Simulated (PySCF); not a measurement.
# Correlation energy of N⁺ (nitrogen, charge +1)

[He] 2s2 2p2, high-spin 3P determinant. Computed with PySCF 2.14 in pcseg-2 (4s3p2d1f, 30 functions), with no relativity, point nucleus. Frozen: 1s2; 4 electrons correlated.

MP2 pair energies summed by pair of shells (mhartree):

```
 pair  energy  share (%)
2s-2p  -41.98       61.1
2s-2s  -19.30       28.1
2p-2p   -7.40       10.8
```

Total MP2 correlation energy: -68.68 mhartree.

Same-spin part -12.24 and opposite-spin part -56.44 mhartree; SCS-MP2 scales them by 1/3 and 6/5 to -71.81 mhartree.

```csv
level,correlation energy (mhartree)
CCSD,-89.68
(T),-1.52
CCSD(T),-91.20
```

Diagnostics: T1 = 0.0059, D1 = 0.0120, largest double amplitude 0.119.

Q: Is a single reference adequate?

A: Mostly. T1 lies below 0.03, but a double amplitude of this size points to a near-degeneracy that CCSD handles and MP2 describes poorly.
